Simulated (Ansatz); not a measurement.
Wavefunction ladder for `FB(Cl)B1O[SiH]1F`

```xyz
8

F     1.027    0.501   -2.639
B    -0.009    0.469   -1.827
Cl   -1.520    1.148   -2.398
B     0.082   -0.100   -0.248
O    -0.161   -1.276    0.387
Si    0.233   -0.175    1.638
F    -0.992    0.103    2.613
H     1.341   -0.670    2.474
```

Total charge 0; spin multiplicity 1. All single points use the PBE0-D4/def2-TZVP geometry. It is one conformer, not always the lowest. Frozen core, restricted reference, the Gaussian-basis code of Ansatz. CBS rows extrapolate triple and quadruple zeta; past MP2 they add the triple-zeta difference.

```csv
basis,HF (Eh),MP2 corr.
def2-SVP,-1071.80075,-0.92473
def2-TZVPP,-1072.47465,-1.20537
def2-QZVPP,-1072.51127,-1.31280
```

(1) Estimate the CCSD correlation energy and the (T) correction in each basis where they were run (hartree).

Results:

(1) 
| basis | CCSD corr. | (T) |
| --- | --- | --- |
| def2-SVP | -0.96025 | -0.02490 |
| def2-TZVPP | -1.23624 | -0.04825 |
| CBS(def2) | -1.42325 | as TZ |
